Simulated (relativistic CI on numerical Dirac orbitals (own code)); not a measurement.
**Ti2+ in a cubic cluster: 1s photoemission with charge transfer**

Computed with a charge-transfer multiplet model of a cubic metal-ligand cluster with up to 2 ligand holes, Slater and spin-orbit integrals from Dirac-Coulomb-Breit ions, Slater integrals scaled by 0.8. The parameters are those of a tetrahedral site (10Dq negative, t2 hopping the larger). The ground state mixes d2 with configurations of k ligand holes L, whose averages lie at kΔ + k(k − 1)U_dd/2; a core hole lowers each added d electron by U_cd. 300 K, Lorentzian 1.1 eV and Gaussian 0.6 eV FWHM.

Atomic integrals in eV (Slater integrals scaled, ζ unscaled), ground: F2dd 6.578, F4dd 4.090, zeta_d 0.013; with the core hole: F2dd 8.128, F4dd 5.094, zeta_d 0.025, G2cd 0.033.

Cluster parameters (eV): U_dd = 4.8, U_cd = 6, 10Dq = -0.4, 10Dq(ligand) = 0, V(eg) = 1.1, V(t2g) = -1.87, final-state hopping factor = 1.

```
      Case   n_d    d2   d3L  d4L2     S
Δ = 5.9 eV  2.36  0.67  0.30  0.03  1.00
Δ = 6.9 eV  2.31  0.72  0.26  0.02  1.00
Δ = 7.9 eV  2.26  0.76  0.23  0.02  1.00
```

Weights, n_d and S are thermal averages at 300 K. Binding energies count from the first peak over 30 % of the highest in each spectrum, which can be another peak from case to case. The parameters are a model scan and need not match a compound or its usual spin state. Peaks in eV (height, largest 100):
- Δ = 5.9 eV: 0.0 (100), 8.6 (19)
- Δ = 6.9 eV: 0.0 (100), 8.5 (16)
- Δ = 7.9 eV: 0.0 (100), 8.5 (13)

For the case Δ = 5.9 eV, Δ = 5.9 eV is larger than U_dd = 4.8 eV, the Mott-Hubbard side of the Zaanen-Sawatzky-Allen scheme. With the core hole the configuration with one ligand hole lies at Δ − U_cd = -0.1, 0.9, 1.9 eV from the one without, in the order of the table; where this is negative the screened configuration lies lower, though the effective hopping of about 4.7 eV (from the holes of the mixed ground state) mixes the two strongly wherever it is as large as the gap.
